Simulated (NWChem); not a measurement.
All runs are NWChem calculations. System: H12Si5, charge 1, spin multiplicity 2, at the geometry of a parent with another charge or spin, in a state set for the comparison that need not be this species' ground state. Its SCF solution wasn't tested for a lower state. Level: UMP2/def2-SVP, 25 core orbitals frozen.

Job file:

```
start mol
memory heap 200 mb stack 900 mb global 1100 mb
charge 1
geometry units angstroms nocenter noautoz
  Si     1.875498     0.450340     1.363831
  Si     0.000000     0.000000    -0.000021
  Si     0.449437    -1.875747    -1.363825
  Si    -1.875498    -0.450340     1.363831
  Si    -0.449437     1.875747    -1.363825
  H      2.173675    -0.721841     2.240156
  H      1.613307     1.638409     2.230211
  H      3.075253     0.731610     0.519824
  H     -0.724339    -2.174854    -2.237709
  H      0.732841    -3.074961    -0.519763
  H      1.635699    -1.613501    -2.232648
  H     -1.613307    -1.638409     2.230211
  H     -2.173675     0.721841     2.240156
  H     -3.075253    -0.731610     0.519824
  H     -0.732841     3.074961    -0.519763
  H      0.724339     2.174854    -2.237709
  H     -1.635699     1.613501    -2.232648
  symmetry group C2
end
basis spherical
  * library def2-svp
end
scf
  uhf
  nopen 1
  maxiter 100
  thresh 1e-7
  semidirect memsize 60000000 filesize 0
  # guess.movecs holds the orbitals of an unrestricted PBE0 run
  vectors input guess.movecs output mol.movecs
end
mp2
  freeze core 25
end
task mp2 energy
```

NWChem printed:

```
             Northwest Computational Chemistry Package (NWChem) 7.3.0
             --------------------------------------------------------

                                NWChem Input Module
                                -------------------

 Scaling coordinates for geometry "geometry" by  1.889725989
 (inverse scale =  0.529177249)

 Turning off AUTOSYM since
 SYMMETRY directive was detected!

                             Geometry "geometry" -> ""
                             -------------------------

 Output coordinates in angstroms (scale by  1.889725989 to convert to a.u.)

  No.       Tag          Charge          X              Y              Z
 ---- ---------------- ---------- -------------- -------------- --------------
    1 Si                  14.0000     1.87549800     0.45034000     1.36383100
    2 Si                  14.0000     0.00000000     0.00000000    -0.00002100
    3 Si                  14.0000     0.44943700    -1.87574700    -1.36382500
    4 Si                  14.0000    -1.87549800    -0.45034000     1.36383100
    5 Si                  14.0000    -0.44943700     1.87574700    -1.36382500
    6 H                    1.0000     2.17367500    -0.72184100     2.24015600
    7 H                    1.0000     1.61330700     1.63840900     2.23021100
    8 H                    1.0000     3.07525300     0.73161000     0.51982400
    9 H                    1.0000    -0.72433900    -2.17485400    -2.23770900
   10 H                    1.0000     0.73284100    -3.07496100    -0.51976300
   11 H                    1.0000     1.63569900    -1.61350100    -2.23264800
   12 H                    1.0000    -1.61330700    -1.63840900     2.23021100
   13 H                    1.0000    -2.17367500     0.72184100     2.24015600
   14 H                    1.0000    -3.07525300    -0.73161000     0.51982400
   15 H                    1.0000    -0.73284100     3.07496100    -0.51976300
   16 H                    1.0000     0.72433900     2.17485400    -2.23770900
   17 H                    1.0000    -1.63569900     1.61350100    -2.23264800

 Effective nuclear repulsion energy (a.u.)     492.6780464461

            Nuclear Dipole moment (a.u.)
            ----------------------------
        X                 Y               Z
 ---------------- ---------------- ----------------
    -0.0000000000     0.0000000000     0.0000302356

      Symmetry information
      --------------------

 Group name             C2
 Group number              4
 Group order               2
 No. of unique centers     9

      Symmetry unique atoms

     1    2    3    6    7    8    9   10   11


 Summary of "ao basis" -> "" (spherical)
 ------------------------------------------------------------------------------
       Tag                 Description            Shells   Functions and Types
 ---------------- ------------------------------  ------  ---------------------
 *                          def2-svp                  on all atoms

 Summary of "ao basis" -> "ao basis" (spherical)
 ------------------------------------------------------------------------------
       Tag                 Description            Shells   Functions and Types
 ---------------- ------------------------------  ------  ---------------------
 Si                         def2-svp                 8       18   4s3p1d
 H                          def2-svp                 3        5   2s1p

                                 NWChem SCF Module
                                 -----------------

  ao basis        = "ao basis"
  functions       =   150
  atoms           =    17
  alpha electrons =    41
  beta  electrons =    40
  charge          =   1.00
  wavefunction    = UHF
  use symmetry    = T
  symmetry adapt  = T

 Summary of "ao basis" -> "ao basis" (spherical)
 ------------------------------------------------------------------------------
       Tag                 Description            Shells   Functions and Types
 ---------------- ------------------------------  ------  ---------------------
 Si                         def2-svp                 8       18   4s3p1d
 H                          def2-svp                 3        5   2s1p

      Symmetry analysis of basis
      --------------------------

        a          76
        b          74

 Forming initial guess at       0.1s

   Symmetry analysis of molecular orbitals - initial alpha
   -------------------------------------------------------

  Numbering of irreducible representations:

     1 a           2 b

  Orbital symmetries:

     1 a           2 b           3 a           4 b           5 a
     6 a           7 b           8 a           9 b          10 a
    11 b          12 a          13 b          14 b          15 a
    16 b          17 a          18 b          19 a          20 b
    21 a          22 b          23 a          24 b          25 a
    26 a          27 b          28 a          29 b          30 a
    31 a          32 b          33 b          34 a          35 a
    36 b          37 b          38 a          39 b          40 b
    41 a          42 a          43 b          44 b          45 a
    46 a          47 a          48 b          49 a          50 b
    51 a

   Symmetry analysis of molecular orbitals - initial beta
   ------------------------------------------------------

  Numbering of irreducible representations:

     1 a           2 b

  Orbital symmetries:

     1 a           2 b           3 a           4 b           5 a
     6 a           7 b           8 a           9 b          10 a
    11 b          12 a          13 b          14 b          15 a
[...]
   Bfn.  Coefficient  Atom+Function         Bfn.  Coefficient  Atom+Function
  ----- ------------  ---------------      ----- ------------  ---------------
    30      0.797656   2 Si py               40      0.571155   3 Si s
    76     -0.571155   5 Si s                48      0.461917   3 Si py
    84      0.461917   5 Si py               12      0.431138   1 Si py
    66      0.431138   4 Si py               97     -0.360576   7 H  s
   122      0.360576  12 H  s                92      0.357903   6 H  s

 center of mass
 --------------
 x =  -0.00000000 y =   0.00000000 z =  -0.00000135

 moments of inertia (a.u.)
 ------------------
        1782.386920528618          -0.364748538629           0.000000000000
          -0.364748538629        1781.984561872724          -0.000000000000
           0.000000000000          -0.000000000000        1782.255350555900

  Mulliken analysis of the total density
  --------------------------------------

    Atom       Charge   Shell Charges
 -----------   ------   -------------------------------------------------------
    1 Si  14    13.48   2.00  1.99  1.00  0.20  5.94  1.24  0.93  0.18
    2 Si  14    14.51   2.00  1.99  1.07  0.45  5.94  1.27  1.67  0.12
    3 Si  14    13.54   2.00  1.99  0.96  0.22  5.94  1.26  1.00  0.18
    4 Si  14    13.48   2.00  1.99  1.00  0.20  5.94  1.24  0.93  0.18
    5 Si  14    13.54   2.00  1.99  0.96  0.22  5.94  1.26  1.00  0.18
    6 H    1     1.03   0.72  0.29  0.01
    7 H    1     1.03   0.72  0.29  0.01
    8 H    1     1.01   0.71  0.28  0.01
    9 H    1     1.05   0.72  0.32  0.01
   10 H    1     1.06   0.73  0.32  0.01
   11 H    1     1.05   0.72  0.32  0.01
   12 H    1     1.03   0.72  0.29  0.01
   13 H    1     1.03   0.72  0.29  0.01
   14 H    1     1.01   0.71  0.28  0.01
   15 H    1     1.06   0.73  0.32  0.01
   16 H    1     1.05   0.72  0.32  0.01
   17 H    1     1.05   0.72  0.32  0.01

  Mulliken analysis of the alpha density
  --------------------------------------

    Atom       Charge   Shell Charges
 -----------   ------   -------------------------------------------------------
    1 Si  14     6.87   1.00  1.00  0.51  0.09  2.97  0.69  0.51  0.10
    2 Si  14     7.44   1.00  1.00  0.54  0.20  2.97  0.74  0.92  0.08
    3 Si  14     6.75   1.00  1.00  0.48  0.11  2.97  0.62  0.49  0.09
    4 Si  14     6.87   1.00  1.00  0.51  0.09  2.97  0.69  0.51  0.10
    5 Si  14     6.75   1.00  1.00  0.48  0.11  2.97  0.62  0.49  0.09
    6 H    1     0.52   0.36  0.15  0.01
    7 H    1     0.52   0.36  0.15  0.01
    8 H    1     0.54   0.38  0.15  0.01
    9 H    1     0.53   0.37  0.16  0.01
   10 H    1     0.53   0.36  0.16  0.01
   11 H    1     0.53   0.37  0.16  0.01
   12 H    1     0.52   0.36  0.15  0.01
   13 H    1     0.52   0.36  0.15  0.01
   14 H    1     0.54   0.38  0.15  0.01
   15 H    1     0.53   0.36  0.16  0.01
   16 H    1     0.53   0.37  0.16  0.01
   17 H    1     0.53   0.37  0.16  0.01

   Mulliken analysis of the beta density
   -------------------------------------

    Atom       Charge   Shell Charges
 -----------   ------   -------------------------------------------------------
    1 Si  14     6.61   1.00  1.00  0.49  0.11  2.97  0.54  0.43  0.08
    2 Si  14     7.07   1.00  1.00  0.53  0.25  2.97  0.54  0.75  0.04
    3 Si  14     6.79   1.00  1.00  0.48  0.11  2.97  0.63  0.51  0.09
    4 Si  14     6.61   1.00  1.00  0.49  0.11  2.97  0.54  0.43  0.08
    5 Si  14     6.79   1.00  1.00  0.48  0.11  2.97  0.63  0.51  0.09
    6 H    1     0.51   0.36  0.15  0.01
    7 H    1     0.51   0.36  0.15  0.01
    8 H    1     0.47   0.33  0.13  0.01
    9 H    1     0.52   0.36  0.16  0.01
   10 H    1     0.53   0.36  0.16  0.01
   11 H    1     0.52   0.36  0.16  0.01
   12 H    1     0.51   0.36  0.15  0.01
   13 H    1     0.51   0.36  0.15  0.01
   14 H    1     0.47   0.33  0.13  0.01
   15 H    1     0.53   0.36  0.16  0.01
   16 H    1     0.52   0.36  0.16  0.01
   17 H    1     0.52   0.36  0.16  0.01

   Mulliken analysis of the spin density
   -------------------------------------

    Atom       Charge   Shell Charges
 -----------   ------   -------------------------------------------------------
    1 Si  14     0.26   0.00  0.00  0.02 -0.02  0.00  0.15  0.08  0.02
    2 Si  14     0.36  -0.00 -0.00  0.00 -0.05  0.00  0.20  0.16  0.04
    3 Si  14    -0.03  -0.00 -0.00 -0.00 -0.00 -0.00 -0.01 -0.02  0.00
    4 Si  14     0.26   0.00  0.00  0.02 -0.02  0.00  0.15  0.08  0.02
    5 Si  14    -0.03  -0.00 -0.00 -0.00 -0.00 -0.00 -0.01 -0.02  0.00
    6 H    1     0.00   0.00  0.00  0.00
    7 H    1     0.00   0.00  0.00  0.00
    8 H    1     0.06   0.04  0.02  0.00
    9 H    1     0.01   0.01  0.00 -0.00
   10 H    1    -0.00  -0.00 -0.00 -0.00
   11 H    1     0.01   0.01  0.00 -0.00
   12 H    1     0.00   0.00  0.00  0.00
   13 H    1     0.00   0.00  0.00  0.00
   14 H    1     0.06   0.04  0.02  0.00
   15 H    1    -0.00  -0.00 -0.00 -0.00
   16 H    1     0.01   0.01  0.00 -0.00
   17 H    1     0.01   0.01  0.00 -0.00

       Multipole analysis of the density wrt the origin
       ------------------------------------------------

     L   x y z        total         alpha         beta         nuclear
     -   - - -        -----         -----         ----         -------
     0   0 0 0      1.000000    -41.000000    -40.000000     82.000000

     1   1 0 0     -0.000000     -0.000000     -0.000000     -0.000000
     1   0 1 0      0.000000      0.000000     -0.000000      0.000000
     1   0 0 1      0.727714     -0.208044      0.935728      0.000030

     2   2 0 0    -42.587243   -286.358885   -274.710091    518.481733
     2   1 1 0      1.841920     -0.453191      2.088631      0.206481
     2   1 0 1     -0.000000     -0.000000     -0.000000     -0.000000
     2   0 2 0    -49.840022   -285.089003   -283.460345    518.709327
     2   0 1 1     -0.000000     -0.000000     -0.000000     -0.000000
     2   0 0 2    -47.411558   -284.731843   -281.236250    518.556534

                   NWChem MP2 Semi-direct Energy/Gradient Module
                   ---------------------------------------------

  Basis functions       =    150
  Molecular orbitals    =    150
  Frozen core           =     25
  Frozen virtuals       =      0
  Active alpha occupied =     16
  Active beta occupied  =     15
  Active alpha virtual  =    109
  Active beta virtual   =    110
  Use MO symmetry       = T
  Use skeleton AO sym   = T

  AO/Fock/Back tols     =   1.0D-09  1.0D-09  1.0D-09

 GA uses MA = F    GA memory limited = T

 Available:
  local mem=  1.26D+08
 global mem=  1.44D+08
 local disk=  0.00D+00
  mp2_memr nvloc                   109
  nvloc new                   109
   1 passes of  16:        3145728                      90372                  58688185.
   1 passes of  16: M    126148004           G      144134200           F     123002276.

 Semi-direct pass number   1 of   1  for UHF alpha       at       35.7s
  vrange nnbf                  9891
  mp2_eaftype                   223  avail_ma_in_mb                  1099
 EAF : mp2_eaftype filesize         223   29344093.
  mp2_eaf for mointskh                    223
Node 0 wrote    138.0 Mb in      0.2 s     Agg I/O rate:   613.7 Mb/s
 Done moints_semi at       46.3s
  mp2_eaftype                   223  avail_ma_in_mb                   876
 EAF : mp2_eaftype filesize         223   29344093.
  mp2_eaf for kh                   223
 Done maket at       47.3s
 Done multipass loop at       47.3s

 GA uses MA = F    GA memory limited = T

 Available:
  local mem=  1.26D+08
 global mem=  1.44D+08
 local disk=  0.00D+00
  mp2_memr nvloc                   110
  nvloc new                   110
   1 passes of  15:        3145728                      87975                  55527022.
   1 passes of  15: M    126148004           G      144134200           F     123002276.

 Semi-direct pass number   1 of   1  for UHF beta        at       47.3s
  vrange nnbf                  9891
  mp2_eaftype                   211  avail_ma_in_mb                  1099
 EAF : mp2_eaftype filesize         211   27763511.
  mp2_eaf for mointskh                    211
Node 0 wrote    130.6 Mb in      0.2 s     Agg I/O rate:   719.8 Mb/s
 Done moints_semi at       58.9s
  mp2_eaftype                   211  avail_ma_in_mb                   888
 EAF : mp2_eaftype filesize         211   27763511.
  mp2_eaf for kh                   211
 Done maket at       59.7s
 Done multipass loop at       59.7s

          -------------------------------------------
          SCF energy               -1450.843474756077
          Correlation energy          -0.495529049960
          Singlet pairs                0.000000000000
          Triplet pairs                0.000000000000
          Total MP2 energy         -1451.339003806037
          -------------------------------------------

          ---------------------------------------------------
                    Spin Component Scaled (SCS) MP2
          Same spin pairs                     -0.076676236189
          Same spin scaling factor             0.333333333333
          Opposite spin pairs                 -0.418852813771
          Opposite spin scaling fact.          1.200000000000
          SCS-MP2 correlation energy          -0.528182121922
          Total SCS-MP2 energy             -1451.371656877999
          ---------------------------------------------------

 -----------------------
 Performance information
 -----------------------

 Timer overhead =  1.37D-07 seconds/call

               Nr. of calls         CPU time (s)                 Wall time (s)                GFlops
             ---------------    -------------------     ------------------------------   -------------------
Name         Min   Avg   Max    Min     Avg     Max     Min     Avg     Max   Mx/calls   Min     Max     Sum
mp2: moin     2     2     2    22.     22.     22.      22.     22.     22.     11.      0.0     0.0     0.0
mp2: make     2     2     2    1.7     1.7     1.7      1.7     1.7     1.7    0.86      0.0     0.0     0.0
mp2: tota     1     1     1    24.     24.     24.      24.     24.     24.     24.      0.0     0.0     0.0

 The average no. of pstat calls per process was 5.00D+00
 with a timing overhead of 6.84D-07s

 Task  times  cpu:       59.7s     wall:       59.7s

 Total times  cpu:       59.7s     wall:       59.7s
```
